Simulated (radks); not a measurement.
Species: Sm3+. Configuration: [Xe] 4f4 6s1 (not the ground configuration).

All-electron calculation, scalar-relativistic Kohn-Sham, r2SCAN, spin-unpolarised, spherical densities, finite nucleus; meta-GGA in the generalised Kohn-Sham scheme; Fermi nuclear charge, rms radius 5.0819 fm. Program: a radial shooting solver on a logarithmic mesh with Libxc functionals.

Energy parts (eV):
| part | energy |
|---|---|
| total | -283695.47 |
| kinetic | 303247.82 |
| electron-nucleus | -688136.18 |
| Hartree | 107563.41 |
| exchange-correlation | -6370.53 |

Orbitals (lengths in bohr, moments of r in powers of bohr):
| orbital | occ. | eigenvalue (eV) | <r> |
|---|---|---|---|
| 1s | 2 | -46787.50 | 0.02275 |
| 2s | 2 | -7703.085 | 0.09699 |
| 2p | 6 | -6872.683 | 0.08549 |
| 3s | 2 | -1731.283 | 0.2545 |
| 3p | 6 | -1470.312 | 0.2530 |
| 3d | 10 | -1117.006 | 0.2310 |
| 4s | 2 | -382.6382 | 0.5774 |
| 4p | 6 | -296.0211 | 0.6101 |
| 4d | 10 | -173.9386 | 0.6635 |
| 4f | 4 | -42.2939 | 0.8506 |
| 5s | 2 | -79.3212 | 1.351 |
| 5p | 6 | -56.7589 | 1.532 |
| 6s | 1 | -23.9139 | 3.135 |

The highest occupied level is 6s at -23.914 eV. The density falls to 0.001 e/bohr^3 at r = 4.14 bohr.
